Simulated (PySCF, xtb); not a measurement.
CH5GaO, SMILES C[O][GaH2].

Harmonic wavenumbers (cm⁻¹) from GFN2-xTB run with xtb 6.7.1 at its own minimum, in rising order: 22, 63, 169, 379, 399, 465, 701, 1114, 1130, 1130, 1409, 1476, 1477, 1681, 1741, 2954, 2957, 2966.

Problem. What does B3LYP-D3(BJ)/def2-SVP run with PySCF give at its own minimum? (Estimate from the structure and the level; the computed values follow.)

Solution. 115, 210, 236, 526, 602, 615, 719, 1136, 1178, 1201, 1466, 1475, 1478, 1958, 2006, 2964, 3035, 3051. Paired by order, the mean absolute difference is 97 cm⁻¹ and the zero-point energies are 31.8 and 34.3 kcal/mol.
